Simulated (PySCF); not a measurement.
GaI₂, SMILES [I][Ga][I], multiplicity 2.

Coordinates come from a PBE-D3(BJ)/def2-SVP optimisation. The multiplicity is an assumed one; other spin states were not compared. The isomer is the one that the SMILES or the coordinates give; other isomers of the formula were not compared. The def2 effective core potentials stand for the cores of I; spin–orbit coupling is left out.

The numbers are results of PySCF 2.14.0 with PBE-D3(BJ)/def2-SVP, not measurements.

Frequencies are harmonic and unscaled.

```json
[
 {"mode": "1", "ν (cm⁻¹)": "51", "IR (km/mol)": "0.2", "moving atoms (share of kinetic energy)": "I 73 %, Ga 27 %"},
 {"mode": "2", "ν (cm⁻¹)": "179", "IR (km/mol)": "5.5", "moving atoms (share of kinetic energy)": "Ga 52 %, I 48 %"},
 {"mode": "3", "ν (cm⁻¹)": "246", "IR (km/mol)": "49.0", "moving atoms (share of kinetic energy)": "Ga 74 %, I 26 %"}
]
```
